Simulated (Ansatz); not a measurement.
CH5AlS2 at its PBE0-D4/def2-TZVP geometry, where that method's forces vanish. Total charge 0; spin multiplicity 1. The bonds changed during the relaxation, so this is another structure than the one it started from.

```csv
atom,x (Å),y (Å),z (Å)
C1,1.1499,-0.4042,0.6403
Al2,-0.0568,0.9121,-0.1414
S3,-0.9176,0.4745,-2.1781
S4,-2.2355,-0.0429,-0.6493
H5,1.0056,-0.4875,1.7215
H6,1.0220,-1.3961,0.1996
H7,2.1915,-0.1077,0.4793
H8,-0.2605,2.3891,0.3855
H9,-1.8985,-1.3373,-0.4576
```

Problem. For each bond, give half the difference of the two atoms' forces along it (eV/Å; positive pushes the atoms apart) under PBE-D4, r2SCAN-D4, B3LYP-D4, ωB97M-V in def2-TZVPP. (Best estimate.)

Solution. Ansatz gave: 
```
  bond  length (Å)  PBE-D4  r2SCAN-D4  B3LYP-D4  ωB97M-V
C1–Al2       1.949   -0.04      -0.02      0.05     0.01
 C1–H5       1.094    0.11       0.00     -0.04    -0.04
 C1–H6       1.093    0.11       0.01     -0.03    -0.03
 C1–H7       1.095    0.12       0.00     -0.04    -0.04
Al2–S3       2.254    0.19       0.06      0.21     0.10
Al2–S4       2.432    0.13       0.03      0.25     0.16
Al2–H8       1.581    0.02      -0.03     -0.16    -0.16
 S3–S4       2.084    0.30       0.12      0.44     0.21
 S4–H9       1.351    0.27       0.04     -0.06    -0.16
```

B3LYP here is the variant with VWN-RPA as its local correlation; programs differ in this.
